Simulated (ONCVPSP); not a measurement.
# Building the ONCV potential for zinc (PBE, scalar-relativistic).

The input file (ONCVPSP 4.0.1):

```
# ATOM AND REFERENCE CONFIGURATION
# atsym  z   nc   nv     iexc    psfile
  Zn 30.00    3    4        4      upf
#
#   n    l    f
    1    0    2.00
    2    0    2.00
    2    1    6.00
    3    0    2.00
    3    1    6.00
    3    2   10.00
    4    0    2.00
#
# PSEUDOPOTENTIAL AND OPTIMIZATION
# lmax
    2
#
#   l,   rc,      ep,       ncon, nbas, qcut
    0    1.00    0.00    4    8   13.50
    1    0.65    0.00    4    9   12.40
    2    1.15    0.00    3    8   11.00
#
# LOCAL POTENTIAL
# lloc, lpopt,  rc(5),   dvloc0
    4    5    0.55    6.00
#
# VANDERBILT-KLEINMAN-BYLANDER PROJECTORs
# l, nproj, debl
    0    2    0.40
    1    2    2.00
    2    1    3.50
#
# MODEL CORE CHARGE
# icmod, fcfact, rcfact
    1    0.60    0.00
#
# LOG DERIVATIVE ANALYSIS
# epsh1, epsh2, depsh
   -6.00    5.00    0.04
#
# OUTPUT GRID
# rlmax, drl
    6.00    0.01
#
# TEST CONFIGURATIONS
# ncnf
    4
# nvcnf
#   n    l    f
    4
    3    0    2.00
    3    1    6.00
    3    2   10.00
    4    0    1.00
#
    4
    3    0    2.00
    3    1    6.00
    3    2   10.00
    4    0    0.00
#
    4
    3    0    2.00
    3    1    6.00
    3    2    9.00
    4    0    0.00
#
    4
    3    0    1.00
    3    1    6.00
    3    2   10.00
    4    0    2.00
#
```

Command:

```bash
oncvpsp.x < Zn.dat > Zn.out
```

Resulting log (shortened: citation, most of the input echo, consistency checks and plot data are left out):

```
ONCVPSP  (Optimized Norm-Conservinng Vanderbilt PSeudopotential)
scalar-relativistic version 4.0.1

#   n    l    f        energy (Ha)
    1    0    2.00    -3.5006446E+02
    2    0    2.00    -4.2567923E+01
    2    1    6.00    -3.6897366E+01
    3    0    2.00    -4.7492011E+00
    3    1    6.00    -3.0649849E+00
    3    2   10.00    -3.7265387E-01
    4    0    2.00    -2.1971926E-01

Reference configufation results
  iterations    29
  all-electron total energy (Ha)   -1.79601874D+03

Begin loop to  construct optimized pseudo wave functions
and semi-local pseudopoentials for all angular momenta

Calculating optimized projector #   1

 for l=   0

    Fraction of norm inside rc  0.891512
    Optimizing pswf for qcut=  13.51 a_B^-1,  ecut=  91.19 Ha
    Residual kinetic energy error=  4.73D-07 Ha

    Energy error per electron        Cutoff
         Ha          eV             Ha
         0.01000     0.27211       48.96
         0.00100     0.02721       62.37
         0.00010     0.00272       72.97
         0.00001     0.00027       81.10

Calculating optimized projector #   2

 for l=   0

    Fraction of norm inside rc  0.026953
    Optimizing pswf for qcut=  13.51 a_B^-1,  ecut=  91.19 Ha
    Residual kinetic energy error=  1.78D-07 Ha

    Energy error per electron        Cutoff
         Ha          eV             Ha
         0.01000     0.27211       32.07
         0.00100     0.02721       51.35
         0.00010     0.00272       65.58
         0.00001     0.00027       76.53

WARNING wellstate: negative energy specified for n= 4 l=  1
WARNING scattering state with energy  0.25000000
WARNING will be used for the first projector

   Wellstate for l =  1  n =  4
     eigenvalue =   0.2500
     asymptotic potential =   0.7500
     half-point radius =  3.2380

Calculating optimized projector #   1

 for l=   1

    Fraction of norm inside rc  0.464748
    Optimizing pswf for qcut=  12.38 a_B^-1,  ecut=  76.58 Ha
    Residual kinetic energy error=  1.90D-03 Ha

    Energy error per electron        Cutoff
         Ha          eV             Ha
         0.01000     0.27211       37.23
         0.00100     0.02721      122.83
         0.00010     0.00272      570.88
         0.00001     0.00027      666.86

Calculating optimized projector #   2

 for l=   1

    Fraction of norm inside rc  0.028513
    Optimizing pswf for qcut=  12.38 a_B^-1,  ecut=  76.58 Ha
    Residual kinetic energy error=  1.79D-04 Ha

    Energy error per electron        Cutoff
         Ha          eV             Ha
         0.01000     0.27211       27.55
         0.00100     0.02721       38.30
         0.00010     0.00272      116.78
         0.00001     0.00027      731.21

Calculating optimized projector #   1

 for l=   2

    Fraction of norm inside rc  0.755941
    Optimizing pswf for qcut=  11.01 a_B^-1,  ecut=  60.57 Ha
    Residual kinetic energy error=  3.73D-04 Ha

    Energy error per electron        Cutoff
         Ha          eV             Ha
         0.01000     0.27211       49.12
         0.00100     0.02721       57.06
         0.00010     0.00272      161.64
         0.00001     0.00027      334.73

Construct Vanderbilt / Kleinmman-Bylander projectors

B matrix Hermiticity error, ll=   0
   1   2    5.6958E-04

  Orthonormal projector coefficients  3.2093E+01  4.2346E+00

B matrix Hermiticity error, ll=   1
   1   2    4.5582E-04

  Orthonormal projector coefficients  2.1869E+01  7.3427E+00

Model core correction analysis
  based on d2Exc/dn_idn_j

d2excae - all-electron derivatives

   -4.394671D-02   -4.061624D-02   -2.909657D-02   -1.254774D-03
   -4.068780D-02   -3.888908D-02   -2.819089D-02   -1.131714D-03
   -2.941736D-02   -2.847923D-02   -2.391927D-02   -8.192143D-04
   -1.494108D-03   -1.414248D-03   -1.121406D-03   -7.444941D-05

d2excps - pseudofunction derivatives with no core correction

   -4.643763D-02   -4.263366D-02   -3.046025D-02   -1.578897D-03
   -4.270543D-02   -4.034266D-02   -2.986621D-02   -1.362686D-03
   -3.078110D-02   -3.015463D-02   -2.499152D-02   -7.359704D-04
   -1.818103D-03   -1.645205D-03   -1.038266D-03   -9.018768D-05

rms 2nd derivative error    1.305564E-03

Polynomial model core charge

d2excps - pseudofunction derivatives with core correction

   -4.076245D-02   -3.922216D-02   -2.996415D-02   -1.229349D-03
   -3.929357D-02   -3.803317D-02   -2.946832D-02   -1.151722D-03
   -3.028483D-02   -2.975670D-02   -2.495753D-02   -7.013591D-04
   -1.468633D-03   -1.434218D-03   -1.003646D-03   -6.893264D-05

rms 2nd derivative error    1.135679E-03

Pseudoatom total energy -221.008517

Diagnostic tests using Vanderbilt-Kleinman-Bylander pseudopotentials
  1 or more projectors used as specified by nproj input data

   l    rcore       rmatch      e in        delta e   norm test  slope test

   0   1.0049241   1.0354358  -4.7492011  -0.0000005   1.0002505   1.0002516
   0   1.0049241   1.0354358  -0.2197193   0.0000114   1.0000926   1.0000777

   1   0.6532489   0.6730829  -3.0649849  -0.0001008   1.0002515   1.0004192
   1   0.6532489   0.6730829   0.2500000   0.0001200   1.0006335   1.0006335

   2   1.1531527   1.1881649  -0.3726539  -0.0002620   0.9999527   0.9996964

 Testing for bound ghosts
   n   l    E NL Schr. Eq   E Basis Diag.   E Cutoff

   1   0       -4.749202       -4.749177    260.85
   2   0       -0.219708        0.147514    260.85

   2   1       -3.065086       -3.042063    923.24

   3   2       -0.372916       -0.366809    194.21

 Testing for highly-localized positive-energy ghosts
       l    <radius>/rc     E Basis Diag.   E Cutoff

       0        0.810164       23.575341    260.85  WARNING - GHOST(+)

Test configuration 0

   n   l     f        eae           eps        diff
   1   0  2.0000 -350.06445616
   2   0  2.0000  -42.56792348
   2   1  6.0000  -36.89736575
   3   0  2.0000   -4.74920109   -4.74920156   -4.71D-07
   3   1  6.0000   -3.06498485   -3.06508561   -1.01D-04
   3   2 10.0000   -0.37265387   -0.37291589   -2.62D-04
   4   0  2.0000   -0.21971926   -0.21970782    1.14D-05

    Total energies and differences
      AE_ref= -1.79601874D+03  AE_tst= -1.79601874D+03  dif=  0.00D+00
      PS_ref= -2.21008517D+02  PS_tst= -2.21008517D+02  dif=  8.53D-14
      PSP excitation error= -8.53D-14

Test configuration 1

   n   l     f        eae           eps        diff
   1   0  2.0000 -350.42135238
   2   0  2.0000  -42.91734076
   2   1  6.0000  -37.24740084
   3   0  2.0000   -5.10449800   -5.10441018    8.78D-05
   3   1  6.0000   -3.42081080   -3.42069369    1.17D-04
   3   2 10.0000   -0.72618666   -0.72680172   -6.15D-04
   4   0  1.0000   -0.51441851   -0.51427870    1.40D-04

    Total energies and differences
      AE_ref= -1.79601874D+03  AE_tst= -1.79565534D+03  dif=  3.63D-01
      PS_ref= -2.21008517D+02  PS_tst= -2.20645143D+02  dif=  3.63D-01
      PSP excitation error=  2.78D-05

Test configuration 2

   n   l     f        eae           eps        diff
   1   0  2.0000 -350.83756540
   2   0  2.0000  -43.32207430
   2   1  6.0000  -37.65307431
   3   0  2.0000   -5.51656336   -5.51663939   -7.60D-05
   3   1  6.0000   -3.83325218   -3.83306748    1.85D-04
   3   2 10.0000   -1.13393886   -1.13518177   -1.24D-03

    Total energies and differences
      AE_ref= -1.79601874D+03  AE_tst= -1.79497759D+03  dif=  1.04D+00
      PS_ref= -2.21008517D+02  PS_tst= -2.19967575D+02  dif=  1.04D+00
      PSP excitation error=  2.12D-04

Test configuration 3

   n   l     f        eae           eps        diff
   1   0  2.0000 -351.62881192
   2   0  2.0000  -44.13272502
   2   1  6.0000  -38.46184034
   3   0  2.0000   -6.28704514   -6.29198724   -4.94D-03
   3   1  6.0000   -4.59603184   -4.60054291   -4.51D-03
   3   2  9.0000   -1.86385530   -1.86478980   -9.34D-04

    Total energies and differences
      AE_ref= -1.79601874D+03  AE_tst= -1.79348800D+03  dif=  2.53D+00
      PS_ref= -2.21008517D+02  PS_tst= -2.18476445D+02  dif=  2.53D+00
      PSP excitation error= -1.33D-03

Test configuration 4

   n   l     f        eae           eps        diff
   1   0  2.0000 -350.91114050
   2   0  2.0000  -43.29923897
   2   1  6.0000  -37.63825211
   3   0  1.0000   -5.42401564   -5.44699189   -2.30D-02
   3   1  6.0000   -3.73284231   -3.75090630   -1.81D-02
   3   2 10.0000   -1.00294370   -1.00777251   -4.83D-03
   4   0  2.0000   -0.58735293   -0.58773013   -3.77D-04

    Total energies and differences
      AE_ref= -1.79601874D+03  AE_tst= -1.79094559D+03  dif=  5.07D+00
      PS_ref= -2.21008517D+02  PS_tst= -2.15923268D+02  dif=  5.09D+00
      PSP excitation error= -1.21D-02
```

The run took about 2.9 s on one core of a shared server CPU.
